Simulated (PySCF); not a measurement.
**Polarisability and C₆ of Ta²⁺ (tantalum, charge +2)**

[Xe] 4f14 5d3, high-spin 4F determinant. Calculation: PySCF 2.14, in ANO-RCC-VTZP (8s7p5d3f2g1h, 104 functions); scalar relativity by spin-free X2C-1e. Coupled (time-dependent) response in atomic units; α is the mean over directions. The basis has no added diffuse functions, which lowers α and C₆.

```csv
method,mean α (bohr³),C₆ (like pair),S(−4)
PBE0,12.26,65.35,117.0
```

S(−4) is the Cauchy moment in α(ω) = α(0) + S(−4) ω² + …

Spin-orbit coupling is absent.

α(iu) at PBE0:

| u (hartree) | α(iu) (bohr³) |
| --- | --- |
| 0 | 12.26 |
| 0.0500 | 11.98 |
| 0.100 | 11.25 |
| 0.200 | 9.381 |
| 0.300 | 7.850 |
| 0.500 | 6.040 |
| 0.750 | 4.823 |
| 1.00 | 4.005 |
| 1.50 | 2.874 |
| 2.00 | 2.143 |
| 3.00 | 1.321 |
| 5.00 | 0.6625 |

A single London oscillator, α(iu) = α/(1 + u²/ω²), gives C₆ = (3/4) ω α². Matching the computed C₆ needs ω = 4 × 65.35 / (3 × 12.26²) = 0.580 hartree.

For an ion, C₆ is the dispersion term alone; charge-induced terms of lower order in 1/R come first.

Spin-orbit coupling, absent here, splits the open shell strongly.
